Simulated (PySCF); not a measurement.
The same groups moved round the core (styrene silyl+mercapto). All species are isolated molecules in the gas phase. One relaxed conformer stands for each flexible species; it need not be the lowest. Strings in code marks are SMILES.

The HOMO from two functionals at the same geometries (B3LYP-D3(BJ)/def2-SVP), both in PySCF: PBE-D3(BJ)/def2-TZVP and ωB97X-D3(BJ)/def2-TZVP. 

```tsv
species	PBE-D3(BJ)/def2-TZVP (eV)
`c1cc(ccc1[SiH3])C(S)=C` (C–C–S–H torsion -11°, S–C–C–C torsion -38°)	-5.46
`c1ccc(C(=C)S)c([SiH3])c1` (C–C–S–H torsion 8°, S–C–C–C torsion 60°)	-5.51
`C=C([SiH3])c1ccccc1S` (Si–C–C–C torsion -98°, C–C–S–H torsion 22°)	-5.41
`[SiH3]c1cccc(S)c1C=C` (C–C–C–C torsion -133°, C–C–S–H torsion 16°)	-5.36
```

### Question
What does ωB97X-D3(BJ)/def2-TZVP give for each?

### Answer

- `c1cc(ccc1[SiH3])C(S)=C` (C–C–S–H torsion -11°, S–C–C–C torsion -38°): -8.71
- `c1ccc(C(=C)S)c([SiH3])c1` (C–C–S–H torsion 8°, S–C–C–C torsion 60°): -8.82
- `C=C([SiH3])c1ccccc1S` (Si–C–C–C torsion -98°, C–C–S–H torsion 22°): -8.57
- `[SiH3]c1cccc(S)c1C=C` (C–C–C–C torsion -133°, C–C–S–H torsion 16°): -8.51
Over these rows, drawn at random from the members with no instability flagged (it was tested for open shells, ions and some series alone), PBE minus ωB97X-D3(BJ): mean +3.22 eV, from +3.15 eV to +3.31 eV.
